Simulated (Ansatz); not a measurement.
Species: C2H4N, charge 0, multiplicity 2. It need not be the lowest isomer of its formula. SMILES: [CH2]N=C
Coordinates optimised at B3LYP-D3(BJ)/def2-TZVP (Ansatz, a first-principles code):
```
N
C 1 1.3156
C 1 1.3156 2 119.76
H 2 1.0827 1 118.95 3 -180.00
H 3 1.0827 1 118.95 2 -180.00
H 3 1.0937 5 118.71 1 -180.00
H 2 1.0937 4 118.71 1 -180.00
```
Charge 0, spin multiplicity 2.

Property: vertical electron affinity (to the singlet state of charge -1; a negative value means that the extra electron is unbound and the number depends on the basis; each state is the SCF solution reached for its spin; the UHF <S^2> is 0.96 for the doublet (pure: 0.75); for the singlet the Hartree-Fock reference is unstable and T1 is 0.016), in eV. Valence correlation only, unless marked. UHF or UKS for open shells. Spin-orbit coupling is left out. Non-relativistic. Anions need diffuse functions: aug- sets have them; def2-D sets add few. Basis-set limits of correlation are two-point, X^-3; Hartree-Fock from the larger set. [CCSD(T)-MP2]/basis is that difference in the basis named.

RI-MP2/CBS(aug-cc-pVTZ,aug-cc-pVQZ)+[CCSD(T)-MP2]/aug-cc-pVDZ (Ansatz) gives 0.58 eV.

### Question
Another calculation gave 0.49 eV. Which level was it?
A) wB97X-V/def2-TZVPD (Ansatz)
B) B3LYP/def2-TZVPD (Ansatz)
C) BHLYP/def2-TZVPD (Ansatz)
D) SVWN5/def2-TZVPD (Ansatz)

### Answer
B, B3LYP/def2-TZVPD (Ansatz). The others give 0.90 (SVWN5), 0.07 (BHLYP), 0.31 (wB97X-V) eV.
